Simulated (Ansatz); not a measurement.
`FC[S][AlH][F]` and `FCS[SiH2]Cl` differ in one atom or group.

Ansatz, PBE0-D4/def2-TZVP geometries, multiplicity 1. Each molecule was computed in one conformer, which needn't be the lowest.

```
                                          property  `FC[S][AlH][F]`
               LUMO energy (B3LYP/def2-TZVPP) / eV            -1.00
size of the dipole moment (ωB97M-V/def2-TZVPP) / D             3.15
                HOMO energy (PBE0/def2-TZVPP) / eV            -7.39
           HOMO–LUMO gap (ωB97M-V/def2-TZVPP) / eV            10.61
  size of the dipole moment (B3LYP/def2-TZVPP) / D             3.15
               HOMO–LUMO gap (PBE/def2-TZVPP) / eV             4.39
```

**Question.** What does the change do to each property? (Best estimate.)

**Answer.** Ansatz gave: 
```
                                          property  `FCS[SiH2]Cl`  shift
               LUMO energy (B3LYP/def2-TZVPP) / eV          -0.60   0.40
size of the dipole moment (ωB97M-V/def2-TZVPP) / D           0.63  -2.52
                HOMO energy (PBE0/def2-TZVPP) / eV          -7.86  -0.47
           HOMO–LUMO gap (ωB97M-V/def2-TZVPP) / eV          11.55   0.94
  size of the dipole moment (B3LYP/def2-TZVPP) / D           0.63  -2.52
               HOMO–LUMO gap (PBE/def2-TZVPP) / eV           5.32   0.93
```

With PBE0 the HOMO falls by 0.47 eV and the LUMO rises by 0.37 eV, so the gap widens by about 0.84 eV. PBE moves the HOMO by -0.48 eV and ωB97M-V by -0.46 eV. Dipoles are sizes alone; their direction can turn.

B3LYP here is the variant with VWN-RPA as its local correlation; programs differ in this.
